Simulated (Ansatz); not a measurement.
An input meant for the cluster Ag3H4 (charge 0, doublet; with a point charge).

```yaml
crystal:
  periodic: [false, false, false]
  atoms:
    - {symbol: Ag, position_ang: [-1.033520, -1.711032, 0.255121]}
    - {symbol: Ag, position_ang: [0.054581, 0.723757, -0.152175]}
    - {symbol: Ag, position_ang: [1.644681, -1.564003, 0.499118]}
    - {symbol: H, position_ang: [-1.646481, -0.098618, -0.152309]}
    - {symbol: H, position_ang: [0.015793, 2.841100, -0.599195]}
    - {symbol: H, position_ang: [0.761243, 2.701529, -0.486563]}
    - {symbol: H, position_ang: [0.203713, -2.892744, 0.636004]}
basis:
  gaussian: {orbitals: STO-3G, nuclear_model: gaussian, point_charges: [{charge: 0.50, position_ang: [5.317, 0.773, 0.257]}]}
total_charge: 4
magnetization: {spin_polarized: true, initial_magnetization: 1}
hamiltonian: {xc: {name: B97M-V}}
scf: {omitted_lower_state_checks: [starts]}
output: {forces: true}
```

```sh
$ ansatz run in.yaml --threads 4 --pin off --events-out ev --progress --plain --max-ram 3916MiB
```

Output, abridged:

```
Functional definition: B97M-V
1057 factors; integrals over basis functions are off by at most 1.9e-3 eV
mean field evaluation 1: about -420227.3889 eV, gradient 3.8e1 eV
mean field evaluation 2: about -419385.7567 eV, gradient 2.8e2 eV
mean field evaluation 4: about -420102.0325 eV, gradient 1.6e2 eV
mean field evaluation 8: about -420270.4592 eV, gradient 1.6e1 eV
mean field evaluation 16: about -420272.7706 eV, gradient 9.5e-1 eV
mean field -420273.04127803 eV, -15444.7493956685 hartree, gradient 1.3e-5 eV, S^2 1.428575; 0 other end points of the search recorded, 0 dependent functions left out
reference -420273.04132693 eV, -15444.7493974657 hartree; 71, 70 occupied and 14, 15 virtual orbitals, 1057 factors
Total energy: -420273.04132693 eV, -15444.7493974657 hartree
Atom 0 at    -1.033520    -1.711032     0.255121 Å, force    -0.219844    -0.784376     0.147428 eV/Å
Atom 1 at     0.054581     0.723757    -0.152175 Å, force    -1.438637    -1.033254     0.076824 eV/Å
Atom 2 at     1.644681    -1.564003     0.499118 Å, force    -1.135575    -1.051513     0.126678 eV/Å
Atom 3 at    -1.646481    -0.098618    -0.152309 Å, force     1.471090     0.356706     0.075456 eV/Å
Atom 4 at     0.015793     2.841100    -0.599195 Å, force    -0.888405     0.612860    -0.227960 eV/Å
Atom 5 at     0.761243     2.701529    -0.486563 Å, force     0.909426     0.052560     0.092166 eV/Å
Atom 6 at     0.203713    -2.892744     0.636004 Å, force     0.320741     1.482127    -0.285645 eV/Å
Dipole moment:     0.316746     0.335341    -0.036801 e Å
Checks for a lower state left out: starts
```

(1) What is wrong with this run?

Answers

(1) The charge is far from what the species holds (4 typed, 0 meant). Self-consistency was reached. The result belongs to that input, not to the species as meant. The charge 4 doublet is spin-contaminated (final ⟨S²⟩ up to 1.43, 0.75 for a pure state).
